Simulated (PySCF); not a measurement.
C4H4N, SMILES [nH]1cc[c]c1, multiplicity 2.

Geometry optimised at r2SCAN-D4/def2-SVP. The isomer is the one that the SMILES or the coordinates give; other isomers of the formula were not compared.

Two levels are set side by side: PBE/def2-TZVP (PySCF) and ωB97X/def2-TZVP (PySCF). Same geometry, gas phase. Differences are taken from unrounded values.

```
quantity                     ωB97X
---------------------------  -----
α-spin orbital gap (eV)      11.48
β-spin orbital gap (eV)       8.12
dipole moment (D)             2.65
mean polarisability (bohr³)   48.7
```

**Question.** What does PBE give, and how far is it from ωB97X? (An estimate is asked for; the answer gives what the named calculation found.)

**Answer.** 
```json
[
 {"quantity": "α-spin orbital gap (eV)", "PBE": "5.11", "PBE minus ωB97X": "-6.38"},
 {"quantity": "β-spin orbital gap (eV)", "PBE": "1.78", "PBE minus ωB97X": "-6.34"},
 {"quantity": "dipole moment (D)", "PBE": "2.61", "PBE minus ωB97X": "-0.04"},
 {"quantity": "mean polarisability (bohr³)", "PBE": "50.0", "PBE minus ωB97X": "1.3"}
]
```

Rough cost on one machine, each run with all the roots and properties that it gave: ωB97X against PBE within a factor of 2.
